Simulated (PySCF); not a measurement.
A small calculation by hand: chemical shift, span and skew from a shielding tensor

C5H5F, SMILES C=C=CC(=C)F. Atoms are numbered in the order given.

```xyz
11

C     -0.1103    -2.6636     0.0000
C      0.3533    -1.4353     0.0000
C      0.8340    -0.1982     0.0000
C      0.0075     1.0073     0.0000
C      0.4632     2.2774     0.0000
F     -1.3201     0.7690     0.0000
H     -0.3179    -3.2015    -0.9421
H     -0.3179    -3.2015     0.9421
H      1.9266    -0.0383     0.0000
H     -0.2387     3.1219     0.0000
H      1.5430     2.4732     0.0000
```

Coordinates come from a PBE-D3(BJ)/def2-SVP optimisation. The structure was generated by enumeration, and PubChem lists no compound with its InChIKey, so it may never have been made. One conformer was computed; it need not be the lowest.

GIAO shieldings from B3LYP/pcSseg-1 (PySCF), non-relativistic, no solvent. The symmetric part of the tensor of C1 has the principal values -1.9, 120.3, 159.5 ppm. The same nucleus in TMS has σ = 181.3 ppm at this level (PySCF, at its B3LYP-D3(BJ)/def2-TZVP geometry).

### Question
Work out the isotropic shielding, the ¹³C shift against TMS, the span and the skew.

### Answer

σ(iso) = (σ11 + σ22 + σ33)/3 = 92.6 ppm. δ = σ(ref) − σ(iso) = 181.3 − (92.6) = 88.7 ppm.
Span Ω = σ33 − σ11 = 161.4 ppm. Skew κ = 3(σ(iso) − σ22)/Ω = -0.51. Tumbling in solution averages the tensor to δ; in a static solid the shielding alone would spread this spin-1/2 line over Ω.
